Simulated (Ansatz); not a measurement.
Geometry optimisation, RHF/def2-SVP in Ansatz.

input.yaml

```yaml
crystal:
  periodic: [false, false, false]
  atoms:
    - { symbol: Zr, position_ang: [0.387167, 0.173429, -0.46696] }
    - { symbol: F, position_ang: [-1.22731, 0.385252, 2.259215] }
    - { symbol: O, position_ang: [1.558872, -0.204363, -1.92458] }
    - { symbol: H, position_ang: [2.190945, -0.313145, -2.61132] }
    - { symbol: O, position_ang: [-0.989814, 1.411969, -0.96869] }
    - { symbol: H, position_ang: [-1.747629, 1.925411, -1.179628] }
    - { symbol: "N", position_ang: [-0.376428, -1.623194, 0.06982] }
    - { symbol: H, position_ang: [-1.120947, -1.754757, 0.733058] }
    - { symbol: H, position_ang: [-0.107931, -2.514597, -0.304759] }
    - { symbol: Br, position_ang: [1.906242, 1.198696, 1.496641] }
    - { symbol: H, position_ang: [-0.498068, 0.680699, 2.718904] }
basis:
  gaussian: { orbitals: def2-SVP }
hamiltonian:
  xc: hf
relax:
  f_tol: 0.03
  max_steps: 50
```

Run as:

```bash
$ ansatz run input.yaml --threads 4 --pin off --max-ram 5120MiB --backend cpu --events-out ev --progress --plain --runs-dir out
```

Where does it end, and by what steps?

It converged. After 10 steps the energy has fallen by 0.093 eV; F2 moved furthest, 0.42 Å. Joined: Zr1–F2 (3.18 → 2.56 Å).

```json
{"step": "0", "energy less start (eV)": "0.0000", "largest force component (eV/Å)": "0.498", "accepted": "yes"}
{"step": "1", "energy less start (eV)": "-0.0329", "largest force component (eV/Å)": "0.353", "accepted": "yes"}
{"step": "2", "energy less start (eV)": "-0.0616", "largest force component (eV/Å)": "0.462", "accepted": "yes"}
{"step": "3", "energy less start (eV)": "-0.0367", "largest force component (eV/Å)": "1.380", "accepted": "no"}
{"step": "4", "energy less start (eV)": "-0.0831", "largest force component (eV/Å)": "0.415", "accepted": "yes"}
{"step": "5", "energy less start (eV)": "-0.0874", "largest force component (eV/Å)": "0.356", "accepted": "yes"}
{"step": "6", "energy less start (eV)": "-0.0795", "largest force component (eV/Å)": "0.244", "accepted": "no"}
{"step": "7", "energy less start (eV)": "-0.0915", "largest force component (eV/Å)": "0.052", "accepted": "yes"}
{"step": "8", "energy less start (eV)": "-0.0917", "largest force component (eV/Å)": "0.183", "accepted": "yes"}
{"step": "9", "energy less start (eV)": "-0.0929", "largest force component (eV/Å)": "0.037", "accepted": "yes"}
{"step": "10", "energy less start (eV)": "-0.0930", "largest force component (eV/Å)": "0.013", "accepted": "yes"}
```

```xyz
11
Properties=species:S:1:pos:R:3
Zr 0.300 0.163 -0.277
F -1.021 0.445 1.901
O 1.484 -0.189 -1.732
H 2.067 -0.209 -2.469
O -1.010 1.427 -0.892
H -1.739 1.940 -1.190
N -0.405 -1.710 0.100
H -1.125 -1.955 0.756
H -0.124 -2.536 -0.400
Br 1.945 1.191 1.554
H -0.398 0.799 2.469
```

Whether the end is a true minimum wasn't checked by a vibrational analysis.

Run time: 29 s on 4 threads of Arm Neoverse V1, on a shared host, peak memory 0.44 GiB.
